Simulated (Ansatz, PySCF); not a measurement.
Here is a job for PySCF.
```python
from pyscf import gto, scf, dft

mol = gto.Mole()
mol.atom = '''
    Ga   -0.11318702    0.04469571   -0.08248336
    C    -1.92172568   -0.98294550   -0.55503717
    H    -1.85733445   -1.24248750   -1.61332384
    H    -2.74321140   -0.29652337   -0.34397420
    H    -1.91352618   -1.85857301    0.09676954
    C    -0.37592146    1.89024885   -1.11933910
    H    -0.66734654    1.64329702   -2.14141930
    H     0.59865420    2.37779450   -1.05496299
    H    -1.15677370    2.43270961   -0.58316277
    Cl    1.47260108   -0.58150613    1.07313619
'''
mol.basis = 'def2-svp'
mol.charge = 1
mol.spin = 1
mol.verbose = 4
mol.build()

mf = dft.UKS(mol)
mf.xc = 'bhandhlyp'
mf.grids.atom_grid = (99, 590)
mf.grids.prune = None
mf.kernel()
```

### Question
Convert this to an input for Ansatz (a quantum-chemistry and plane-wave program).

### Answer
This is not unique; one that fits is 
Ansatz 0.2 input:
```yaml
crystal:
  periodic: [false, false, false]
  atoms:
    - {symbol: Ga, position_ang: [-0.11318702, 0.04469571, -0.08248336]}
    - {symbol: C, position_ang: [-1.92172568, -0.98294550, -0.55503717]}
    - {symbol: H, position_ang: [-1.85733445, -1.24248750, -1.61332384]}
    - {symbol: H, position_ang: [-2.74321140, -0.29652337, -0.34397420]}
    - {symbol: H, position_ang: [-1.91352618, -1.85857301, 0.09676954]}
    - {symbol: C, position_ang: [-0.37592146, 1.89024885, -1.11933910]}
    - {symbol: H, position_ang: [-0.66734654, 1.64329702, -2.14141930]}
    - {symbol: H, position_ang: [0.59865420, 2.37779450, -1.05496299]}
    - {symbol: H, position_ang: [-1.15677370, 2.43270961, -0.58316277]}
    - {symbol: Cl, position_ang: [1.47260108, -0.58150613, 1.07313619]}
basis:
  gaussian:
    orbitals: def2-SVP
hamiltonian:
  xc: {name: BHLYP}
total_charge: 1
magnetization: {spin_polarized: true, initial_magnetization: 1}
accuracy: high
```

Both were run: PySCF gave -2464.067573 Eh and Ansatz -2464.067573 Eh, 0.000 mEh apart.
